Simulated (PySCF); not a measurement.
**Exercise with solution: chemical shift, span and skew from a shielding tensor**

C4H5F, SMILES CC=C=CF. Atoms are numbered in the order given.

```xyz
10

C     -2.1883    -0.8056    -0.2345
C     -1.2732     0.3442     0.0523
C      0.0197     0.2595     0.2531
C      1.3017     0.1648     0.4977
F      2.2413     0.2390    -0.4521
H     -1.6462    -1.7603    -0.2534
H     -2.6882    -0.6658    -1.2068
H     -2.9835    -0.8655     0.5265
H     -1.7349     1.3420     0.0920
H      1.7220     0.0207     1.4986
```

Coordinates come from a PBE0-D3(BJ)/def2-SVP optimisation.

GIAO shieldings from PBE/pcSseg-1 run with PySCF, non-relativistic, no solvent. The symmetric part of the tensor of F5 has the principal values 244.7, 326.1, 395.1 ppm. The same nucleus in CFCl3 has σ = 133.6 ppm at this level (PySCF, at its B3LYP-D3(BJ)/def2-TZVP geometry).

Q: Work out the isotropic shielding, the ¹⁹F shift against CFCl3, the span and the skew.

A: 
σ(iso) = (σ11 + σ22 + σ33)/3 = 322.0 ppm. δ = σ(ref) − σ(iso) = 133.6 − (322.0) = -188.4 ppm.
Span Ω = σ33 − σ11 = 150.4 ppm. Skew κ = 3(σ(iso) − σ22)/Ω = -0.08. Tumbling in solution averages the tensor to δ; in a static solid the shielding alone would spread this spin-1/2 line over Ω.
